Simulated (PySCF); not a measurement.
K, doublet. Base run: PBE/pcseg-1 (PySCF).

The PySCF input:
```python
from pyscf import gto, scf, dft

mol = gto.Mole()
mol.atom = '''
    K     0.000000    0.000000    0.000000
'''
mol.basis = 'pcseg-1'
mol.charge = 0
mol.spin = 1
mol.verbose = 4
mol.build()

mf = dft.UKS(mol)
mf.xc = 'pbe'
mf.kernel()
```

The base run was repeated with changes; each row names its change, and settings that it needs were set with it.

```
change                                                                                         basis functions      E (Eh)  HOMO (eV)
---------------------------------------------------------------------------------------------  ---------------  ----------  ---------
base                                                                                                        24  -599.62833      -2.51
basis = x2c-TZVPall; relativity = spin-free X2C; nucleus = Gaussian (with mol.nucmod = 'G')                 33  -602.00462      -2.54
basis = x2c-SVPall; relativity = spin-free X2C; nucleus = Gaussian (with mol.nucmod = 'G')                  24  -601.91390      -2.57
basis = x2c-TZVPall; relativity = spin-free X2C                                                             33  -602.00541      -2.54
basis = x2c-SVPall; relativity = spin-free X2C                                                              24  -601.91465      -2.57
basis = jorge-DZP-DKH; relativity = none                                                                    31  -599.26168      -2.52
basis = x2c-SVPall; relativity = none                                                                       24  -599.20024      -2.54
basis = jorge-DZP-DKH; relativity = spin-free X2C; nucleus = Gaussian (with mol.nucmod = 'G')               31  -602.00610      -2.53
basis = jorge-DZP-DKH; relativity = spin-free X2C                                                           31  -602.00694      -2.53
basis = x2c-TZVPall; relativity = none                                                                      33  -599.20386      -2.53
```

Total energies compare only within one method and basis.

Open shells are given as the SCF converged; they aren't shown to be the lowest states, and a large step between rows can be another state.

Basis sets contracted for a relativistic Hamiltonian are a mismatch without it, so the rows without relativity aren't non-relativistic limits. No row has spin-orbit coupling; sets with core potentials leave out the core electrons.
